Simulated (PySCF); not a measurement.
PySCF input for C₂H₈AlOP, SMILES C[O][Al]([CH3])[PH2], PBE/pcSseg-1. Coordinates come from a PBE-D3(BJ)/def2-SVP optimisation. The structure was generated by enumeration; whether it is a known compound was not checked. The values are those of a single conformer.

```python
import numpy as np
from pyscf import gto, scf, dft
from pyscf.prop.nmr import rks as nmr

mol = gto.M(
    atom='''
    Al    0.40680324   -0.12229464    0.33525447
    C     1.83249507   -0.44767985    1.63355229
    H     1.42424749   -0.88257371    2.57060543
    H     2.34665792    0.49506367    1.91558721
    H     2.58865320   -1.15200669    1.23179743
    O     0.39777743   -1.09960873   -1.08071450
    C    -0.39056304   -1.23478449   -2.22974827
    H     0.19710092   -0.98826418   -3.14344874
    H    -0.74460786   -2.28496443   -2.34101909
    H    -1.29291632   -0.57672079   -2.22790559
    P    -1.19471858    1.59356277    0.53182717
    H    -1.48019740    1.20698251    1.89265213
    H    -2.24041318    0.76052840   -0.01109269
    ''',
    basis='pcSseg-1',
    charge=0,
    spin=0,
    max_memory=1600,
    verbose=3,
)
mf = dft.RKS(mol, xc='pbe')
mf.grids.level = 3
mf.conv_tol = 1e-10
mf.max_cycle = 100
mf.kernel()
n = nmr.NMR(mf)
n.verbose = 2
n.max_cycle_cphf = 60
sigma = n.kernel()
print('atom   isotropic/ppm   span/ppm')
for i, s in enumerate(sigma):
    w = np.linalg.eigvalsh((s + s.T) / 2)
    print(f'{mol.atom_symbol(i):2s}{i + 1:3d} {w.mean():14.3f} {w[2] - w[0]:11.3f}')
```

It prints:

```
converged SCF energy = -739.561501632652
atom   isotropic/ppm   span/ppm
Al  1        329.422     169.862
C   2        187.188      23.960
H   3         31.310      10.110
H   4         31.257      10.256
H   5         31.161      12.169
O   6        220.497     267.704
C   7        121.016      84.556
H   8         26.906      10.356
H   9         26.898      10.346
H  10         26.881       9.563
P  11        620.332     116.785
H  12         30.373      12.324
H  13         29.776      12.631
```

The run converged.
